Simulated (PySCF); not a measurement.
Field gradients from PBE0/pcSseg-1 densities (PySCF, non-relativistic) at GFN2-xTB geometries, isolated species, one conformer each; χzz is the principal value of largest magnitude, with Q(14N) = 0.02044 b, Q(17O) = −0.0256 b. Where η is near 1, a small change in the tensor can flip the sign of χzz. GFN2-xTB bond lengths can be off by several hundredths of an ångström, more for odd bonds, and the gradients follow them. A larger basis could move these couplings by a tenth or more.

(1) These 14N couplings (χzz in MHz, η) are listed in rising order: (-6.332, 0.53); (-5.943, 0.88); (-4.721, 0.48); (-4.528, 0.58); (-4.350, 0.75); (-3.971, 0.85). Assign them to: N7 (ring nitrogen) in `[CH2:1]=[CH:2][CH2:3][c:4]1[cH:5][cH:6][n:7]([CH3:8])[n+:9]1[CH3:10]`; the imine nitrogen of `C=CO[SiH2]CC(=O)N=C`; N2 (ring nitrogen) in `[CH3:1][n:2]1[c:3]([CH:4]2[CH2:5][CH2:6]2)[cH:7][cH:8][n+:9]1[CH3:10]`; the C=N nitrogen of `[SiH3]/N=C/C1CC1`; the pyridine-type nitrogen of `C=Cc1oncc1CC`; N5 (hydrazine nitrogen) in `[CH3:1][SiH:2]([CH3:3])[NH:4][NH2:5]`.

(2) These 17O couplings (χzz in MHz, η) are listed in rising order: (-12.44, 0.98); (-11.15, 0.56); (-10.30, 0.31); (-8.908, 0.19); (9.493, 0.06); (11.65, 0.35). Assign them to: O8 (carbonyl oxygen) in `[CH2:1]=[N:2][C:3](=[CH2:4])[O:5][SiH2:6][CH:7]=[O:8]`; O2 (ether oxygen) in `[CH3:1][O:2]/[CH:3]=[C:4](/[C:5]#[N:6])[O:7]/[CH:8]=[CH:9]/[F:10]`; O8 (oxygen singly bound to a carbonyl carbon) in `[CH2:1]=[CH:2][Si@H:3]([N:4]=[CH2:5])[C:6](=[O:7])[O:8][CH3:9]`; the amide oxygen of `C=C[C@@H]1C=C[C@H]1NC=O`; O3 (ether oxygen) in `[SiH3:1][CH2:2][O:3][CH2:4][c:5]1[n:6][cH:7][cH:8][o:9]1`; O9 (furan-type oxygen) in `[SiH3:1][CH2:2][CH2:3][O:4][c:5]1[n:6][cH:7][cH:8][o:9]1`.

## Answers

(1) -6.332 MHz, η 0.53: N5 (hydrazine nitrogen) in `[CH3:1][SiH:2]([CH3:3])[NH:4][NH2:5]`; -5.943 MHz, η 0.88: the pyridine-type nitrogen of `C=Cc1oncc1CC`; -4.721 MHz, η 0.48: the imine nitrogen of `C=CO[SiH2]CC(=O)N=C`; -4.528 MHz, η 0.58: the C=N nitrogen of `[SiH3]/N=C/C1CC1`; -4.350 MHz, η 0.75: N2 (ring nitrogen) in `[CH3:1][n:2]1[c:3]([CH:4]2[CH2:5][CH2:6]2)[cH:7][cH:8][n+:9]1[CH3:10]`; -3.971 MHz, η 0.85: N7 (ring nitrogen) in `[CH2:1]=[CH:2][CH2:3][c:4]1[cH:5][cH:6][n:7]([CH3:8])[n+:9]1[CH3:10]`.

(2) -12.44 MHz, η 0.98: O3 (ether oxygen) in `[SiH3:1][CH2:2][O:3][CH2:4][c:5]1[n:6][cH:7][cH:8][o:9]1`; -11.15 MHz, η 0.56: O2 (ether oxygen) in `[CH3:1][O:2]/[CH:3]=[C:4](/[C:5]#[N:6])[O:7]/[CH:8]=[CH:9]/[F:10]`; -10.30 MHz, η 0.31: O8 (oxygen singly bound to a carbonyl carbon) in `[CH2:1]=[CH:2][Si@H:3]([N:4]=[CH2:5])[C:6](=[O:7])[O:8][CH3:9]`; -8.908 MHz, η 0.19: O9 (furan-type oxygen) in `[SiH3:1][CH2:2][CH2:3][O:4][c:5]1[n:6][cH:7][cH:8][o:9]1`; 9.493 MHz, η 0.06: the amide oxygen of `C=C[C@@H]1C=C[C@H]1NC=O`; 11.65 MHz, η 0.35: O8 (carbonyl oxygen) in `[CH2:1]=[N:2][C:3](=[CH2:4])[O:5][SiH2:6][CH:7]=[O:8]`.

All sites together:

| nucleus | site | Vzz (au) | η | χzz (MHz) |
| --- | --- | --- | --- | --- |
| 14N | N7 (ring nitrogen) in [CH2:1]=[CH:2][CH2:3][c:4]1[cH:5][cH:6][n:7]([CH3:8])[n+:9]1[CH3:10] | -0.827 | 0.85 | -3.971 |
| 14N | the imine nitrogen of C=CO[SiH2]CC(=O)N=C | -0.983 | 0.48 | -4.721 |
| 14N | N2 (ring nitrogen) in [CH3:1][n:2]1[c:3]([CH:4]2[CH2:5][CH2:6]2)[cH:7][cH:8][n+:9]1[CH3:10] | -0.906 | 0.75 | -4.350 |
| 14N | the C=N nitrogen of [SiH3]/N=C/C1CC1 | -0.943 | 0.58 | -4.528 |
| 14N | the pyridine-type nitrogen of C=Cc1oncc1CC | -1.238 | 0.88 | -5.943 |
| 14N | N5 (hydrazine nitrogen) in [CH3:1][SiH:2]([CH3:3])[NH:4][NH2:5] | -1.318 | 0.53 | -6.332 |
| 17O | O8 (carbonyl oxygen) in [CH2:1]=[N:2][C:3](=[CH2:4])[O:5][SiH2:6][CH:7]=[O:8] | -1.937 | 0.35 | 11.65 |
| 17O | O2 (ether oxygen) in [CH3:1][O:2]/[CH:3]=[C:4](/[C:5]#[N:6])[O:7]/[CH:8]=[CH:9]/[F:10] | 1.853 | 0.56 | -11.15 |
| 17O | O8 (oxygen singly bound to a carbonyl carbon) in [CH2:1]=[CH:2][Si@H:3]([N:4]=[CH2:5])[C:6](=[O:7])[O:8][CH3:9] | 1.712 | 0.31 | -10.30 |
| 17O | the amide oxygen of C=C[C@@H]1C=C[C@H]1NC=O | -1.578 | 0.06 | 9.493 |
| 17O | O3 (ether oxygen) in [SiH3:1][CH2:2][O:3][CH2:4][c:5]1[n:6][cH:7][cH:8][o:9]1 | 2.069 | 0.98 | -12.44 |
| 17O | O9 (furan-type oxygen) in [SiH3:1][CH2:2][CH2:3][O:4][c:5]1[n:6][cH:7][cH:8][o:9]1 | 1.481 | 0.19 | -8.908 |
